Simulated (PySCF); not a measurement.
**CuCl₃, triplet: molecular constants**

Level of theory: PySCF, UPBE0, basis Cu def2-TZVP, Cl def2-TZVP (no relativity, density fitting).

The structure is a minimum.

Z-matrix (Å, degrees; charge 0 multiplicity 3):
```
Cu
Cl 1 2.2298
Cl 1 2.0766 2 133.79
Cl 1 2.2251 2 71.89 3 180.00
```

| Quantity | Value |
| --- | --- |
| Point group | Cs |
| Bond lengths | Cu–Cl 2.077 Å, Cu–Cl 2.225 Å, Cu–Cl 2.230 Å |
| Bond angles | Cl–Cu–Cl 71.9°, Cl–Cu–Cl 133.8°, Cl–Cu–Cl 154.3° |
| Dipole moment | 0.83 D |
| Rotational symmetry number | 1 |
| Rotational constants | 0.1411, 0.04689, 0.0352 cm⁻¹ |
| Enthalpy at 298.15 K above 0 K | 18.67 kJ/mol |
| Principal polarisabilities | 36.6, 82.1, 114.7 bohr³ |
| Zero-point energy | 8.0 kJ/mol |
| Highest occupied level (β) | -8.99 eV |
| Principal quadrupole moments (Buckingham, traceless) about the centre of mass | -5.58, 1.93, 3.65 D Å |
| Atomisation energy without zero-point energy | 690 kJ/mol |
| Spin squared ⟨S²⟩ | 2.009 |
| Heat capacity Cp at 298.15 K | 77.4 J/(mol K) |
| Entropy at 298.15 K and 1 bar (electronic part: spin only) | 363.9 J/(mol K) |
| Lowest empty level (β) | -6.21 eV |

Harmonic modes (masses in u: Cu 62.930, Cl 34.969):
```json
{"symmetry": "a'", "ω (cm⁻¹)": "32", "IR (km/mol)": "3.0", "μ (u)": "41.07", "type": "bend"}
{"symmetry": "a''", "ω (cm⁻¹)": "104", "IR (km/mol)": "5.9", "μ (u)": "47.69", "type": "bend"}
{"symmetry": "a'", "ω (cm⁻¹)": "193", "IR (km/mol)": "0.3", "μ (u)": "37.11", "type": "bend"}
{"symmetry": "a'", "ω (cm⁻¹)": "240", "IR (km/mol)": "2.3", "μ (u)": "39.58", "type": "stretch"}
{"symmetry": "a'", "ω (cm⁻¹)": "321", "IR (km/mol)": "1.8", "μ (u)": "35.24", "type": "stretch"}
{"symmetry": "a'", "ω (cm⁻¹)": "447", "IR (km/mol)": "48.6", "μ (u)": "44.75", "type": "stretch"}
```

Charges (e):
```
atom  Mulliken  Löwdin  polar tensor  spin (Mulliken)  Mayer order to Cu1
 Cu1      0.48   -0.47          0.74             0.50                   –
 Cl2     -0.09    0.20         -0.16             0.65                0.63
 Cl3     -0.28    0.10         -0.40             0.26                1.10
 Cl4     -0.11    0.18         -0.18             0.59                0.63
```
Other Mayer orders above 0.3: Cl–Cl 0.45.

Mulliken populations on Cu1: s 6.57, p 12.45, d 9.51, f 0.00.

Formally Cu is in oxidation state +3, d8, with 2 unpaired electrons (the high-spin count). The Mulliken spin on Cu is 0.50, so most of the spin sits on the ligands and the formal count fails. The polar-tensor charge on Cu, 0.74, is far below the formal one.

Only a few start shapes were tried, so a lower isomer may exist. Other spin states or occupations of the open shell can lie lower.

The final relaxation and frequency run took 2.7 min on 4 threads of a shared Arm Neoverse V2 host, with 156 basis functions and 20 gradients; the process peaked at 1.6 GiB.
